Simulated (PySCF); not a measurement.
# Reading the logs of faulty runs: Ge2H5OSi

All numbers below are calculated, not measured. The program is PySCF 2.14.0, an open-source quantum chemistry code, run on an isolated molecule that a program drew, which may never have been made. The molecule is Ge2H5OSi (charge 0, doublet), drawn as the SMILES string `O=[Si]([GeH2])[GeH3]`.

Each row is a Hartree-Fock (HF) and frozen-core CCSD(T) single point in the cc-pV(D+d)Z basis, meant for a local HF minimum. Run 1 is clean. Each other run has one planted mistake out of seven kinds, and not every kind appears here: one electron removed, one electron added, multiplicity raised by two, geometry at a saddle point, minimal basis STO-3G, one bond length entered in bohr, all coordinates scaled. The reference is restricted for singlets and unrestricted otherwise, and also for a bond in bohr. Adding or removing an electron swaps singlet and doublet. Electrons count all cores. HOMO and LUMO are orbital energies over both spins, the gradient is its largest component, and the lowest frequency (negative if imaginary) is given only where the gradient is small. Bond lengths are over the 8 bonds as drawn. T1 is the CCSD diagnostic: over 0.02 (restricted) or 0.045 (unrestricted) a single reference is doubtful. Germanium has the cc-pVDZ-PP basis, with a core potential (ECP10MDF) in place of its 10 inner electrons, and its 3s, 3p and 3d shells are frozen in CCSD(T).

Geometry of the clean run:
```xyz
9
Ge2H5OSi, angstrom
O    -0.8961    0.3842   -3.9442
Si   -0.8456    0.6635   -2.4657
Ge   -1.6896    2.6889   -1.5642
Ge    0.2332   -0.8428   -0.9164
H    -2.7654    3.4090   -2.3720
H    -2.0234    2.6612   -0.0702
H     1.6115   -1.2181   -1.4566
H    -0.6317   -2.0955   -0.7725
H     0.3747   -0.1660    0.4503
```

| run | electrons | basis functions | <S^2> | HOMO (eV) | LUMO (eV) | gradient (hartree/bohr) | lowest frequency (cm^-1) | mean bond (Å) | longest bond (Å) | T1 | HF (hartree) | CCSD(T) (hartree) | mistake |
|---|---|---|---|---|---|---|---|---|---|---|---|---|---|
| 1 | 91 | 108 | 0.775 | -8.88 | -0.17 | 5.4e-06 | 28 | 1.7422 | 2.415 | 0.0224 | -953.43131 | -953.95422 | no fault |
| 2 | 91 | 108 | 1.636 | -8.87 | -0.20 | 6.2e-03 | - | 1.9123 | 2.890 | 0.0397 | -953.33246 | -953.84154 | one bond length entered in bohr |
| 3 | 91 | 108 | 3.780 | -6.11 | -0.03 | 1.7e-01 | - | 1.7422 | 2.415 | 0.0505 | -953.33681 | -953.82254 | multiplicity raised by two |
| 4 | 92 | 108 | 0.000 | -1.80 | 6.06 | 3.5e-02 | - | 1.7422 | 2.415 | 0.0217 | -953.46353 | -954.01485 | one electron added |
| 5 | 90 | 108 | 0.000 | -15.16 | -7.14 | 3.6e-02 | - | 1.7422 | 2.415 | 0.0333 | -953.13656 | -953.65973 | one electron removed |
| 6 | 91 | 108 | 0.834 | -8.83 | -0.16 | 7.5e-02 | - | 1.8398 | 2.550 | 0.0292 | -953.40718 | -953.94288 | ? |

**Which mistake was planted in run 6, and what did it cost?**

The mean and the longest bond both change by the same factor, 1.056, and the gradient is no longer small. So the mistake is: all coordinates scaled. Subtracting run 1 and multiplying by 627.51 kcal/mol a hartree, the energy moved by 15.1 kcal/mol in HF and 7.1 kcal/mol in CCSD(T).

Cautions from the logs. Run 3: T1 is over the limit, so its CCSD(T) energy is less reliable; run 4: T1 is over the limit, so its CCSD(T) energy is less reliable; run 5: T1 is over the limit, so its CCSD(T) energy is less reliable.
